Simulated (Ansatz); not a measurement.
The cluster Cu2Ag7, relaxed as a doublet with UKS PBE0-D4/def2-SVP in Ansatz, starting from the GFN2-xTB geometry. Force threshold 0.03 eV/Å.

In the def2 sets Ag takes a core potential; there is no spin–orbit coupling. The structure comes from a short search, and lower isomers may exist.

Start:

Cartesian coordinates in Å:
```
Ag 1.211 -1.562 -1.390
Ag -1.681 1.607 0.641
Ag 0.143 1.047 2.666
Ag 2.340 -0.218 3.682
Ag 2.287 -1.292 1.163
Ag -0.241 -1.429 -3.695
Ag -3.139 1.784 -1.660
Cu -1.127 0.115 -1.773
Cu 0.206 -0.052 0.366
```

Estimate the energy that the relaxation releases and the steps that it takes.

38.3 kcal/mol, in 38 steps; 19 min on 6 threads of Intel Xeon on a shared host. No frequencies were taken in this run, so the end may be a saddle point.

Does the start keep its bonding and symmetry?

Bonds lost: Ag3–Ag4 (atoms count from 1). Bonds formed: Ag1–Ag4, Ag1–Ag7, Ag3–Cu8, Ag4–Ag6, Ag4–Cu8, Ag5–Cu8, Ag6–Ag7, Ag7–Cu9 (atoms count from 1). Metal–metal contacts that move far: Ag3–Ag5 3.51 to 2.79 Å. Point group Cs at the start, Cs at the end, both within 0.05 Å.

Predict the relaxed structure.


Cartesian coordinates in Å:
```
Ag 0.602 -1.523 -1.259
Ag -2.309 1.312 0.693
Ag -0.476 0.402 2.676
Ag 2.709 0.331 -0.308
Ag 1.264 -1.395 1.429
Ag 0.873 1.216 -2.305
Ag -1.640 0.039 -1.702
Cu 0.206 0.762 0.156
Cu -1.229 -1.144 0.620
```
Bond lengths (bridged metal pairs left out): 12 × Ag–Cu 2.58 to 2.72 Å; 10 × Ag–Ag 2.77 to 2.96 Å; 1 × Cu–Cu 2.43 Å.
